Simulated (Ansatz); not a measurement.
CH3F3SeSi, SMILES `C[Se][Si](F)(F)F` at its PBE0-D4/def2-TZVP geometry, where that method's forces vanish. Total charge 0; spin multiplicity 1.

```
atom   x (Å)   y (Å)   z (Å)
  C1  -1.409   0.360  -0.654
 Se2  -0.865  -0.925   0.729
 Si3   1.291  -0.395   0.664
  F4   1.935  -0.622  -0.760
  F5   2.076  -1.278   1.704
  F6   1.559   1.123   1.004
  H7  -2.484   0.236  -0.758
  H8  -0.918   0.128  -1.596
  H9  -1.184   1.374  -0.333
```

**Question.** For each bond, give half the difference of the two atoms' forces along it (eV/Å; positive pushes the atoms apart) under PBE-D4, r2SCAN-D4, B3LYP-D4, ωB97M-V in def2-TZVPP. (Estimate.)

**Answer.** Computed: 
```
   bond  length (Å)  PBE-D4  r2SCAN-D4  B3LYP-D4  ωB97M-V
 C1–Se2       1.964    0.20       0.20      0.33     0.06
  C1–H7       1.088    0.10      -0.05     -0.10    -0.06
  C1–H8       1.087    0.09      -0.05     -0.09    -0.06
  C1–H9       1.087    0.09      -0.05     -0.09    -0.06
Se2–Si3       2.222   -0.10      -0.03      0.05    -0.13
 Si3–F4       1.578    0.46       0.06      0.14     0.11
 Si3–F5       1.574    0.46       0.03      0.12     0.11
 Si3–F6       1.578    0.46       0.06      0.13     0.11
```

B3LYP here is the variant with VWN-RPA as its local correlation; programs differ in this.
